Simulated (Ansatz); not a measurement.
Gas-phase electronic energies from Ansatz, PBE0-D4/def2-TZVP geometries. CCSD(T)/CBS adds triple-zeta CCSD(T) − MP2 to the extrapolated MP2 energy (def2 sets, frozen cores). This one scheme is used for every species. DFT in def2-TZVPP. For Se outer-core shells are correlated without core-valence functions, which leaves a few kJ/mol of doubt a bond. Scalar relativity is left out up to krypton. One conformer a species, not always the lowest.

Consider the cleavage of the Si–Si bond: `C[SiH2][SiH]1[CH2][AlH]1` + H₂Se → `[SeH][SiH]1[CH2][AlH]1` + `C[SiH3]`.

`C[SiH2][SiH]1[CH2][AlH]1`:

```xyz
14

C     2.283    0.634   -0.748
Si    0.548    0.208   -1.326
Si   -1.101    0.628    0.261
C    -1.082   -0.696    1.679
Al   -2.670   -1.053    0.608
H     2.369    1.704   -0.548
H     3.022    0.367   -1.507
H     2.526    0.097    0.171
H     0.471   -1.254   -1.631
H     0.238    0.935   -2.590
H    -1.166    2.053    0.699
H    -0.199   -1.325    1.787
H    -1.337   -0.266    2.654
H    -3.904   -2.034    0.493
```

H₂Se:

Z-matrix (Å, degrees):
```
Se
H 1 1.467
H 1 1.467 2 91.2
```

`[SeH][SiH]1[CH2][AlH]1`:

Cartesian coordinates in Å:
```
Se -2.564 0.018 1.096
Si -0.298 -0.170 0.869
C 0.699 0.837 -0.398
Al 1.276 -1.022 -0.620
H -2.849 -0.584 -0.211
H 0.217 0.087 2.243
H 1.180 1.783 -0.156
H 0.103 0.968 -1.319
H 2.235 -1.918 -1.505
```

`C[SiH3]`:

Cartesian coordinates in Å:
```
C -0.803 -0.336 0.466
Si 0.719 0.300 -0.417
H -0.967 -1.392 0.243
H -1.691 0.219 0.155
H -0.697 -0.229 1.548
H 1.927 -0.458 0.006
H 0.942 1.739 -0.110
H 0.571 0.156 -1.891
```

```tsv
level	ΔE (eV)
ωB97M-V	-0.61
PBE0	-0.55
HF/def2-TZVPP	-0.70
MP2/def2-TZVPP	-0.66
CCSD/def2-TZVPP	-0.57
CCSD(T)/def2-TZVPP	-0.57
HF/def2-QZVPP	-0.70
CCSD/CBS(def2)	-0.60
```

(1) What does CCSD(T)/CBS give? (Best estimate.)

Largest T1 diagnostic among the species: 0.013.

## Answers

(1) The calculation gave: -0.60 eV. The listed levels differ from it by -0.01, 0.05, -0.10, -0.06, 0.03, 0.03, -0.10, 0.00 eV.

In def2-TZVPP, CCSD(T) changes the Hartree–Fock value by +0.13 eV (the triples alone add +0.01 eV) and MP2 by +0.04 eV. The D4 term adds +0.04 eV with B3LYP and +0.03 eV with PBE0; it sums over pairs of atoms, weighted by their polarisabilities, and B3LYP, whose exchange is more repulsive, gets the larger term.

B3LYP here is the variant with VWN-RPA as its local correlation; programs differ in this.
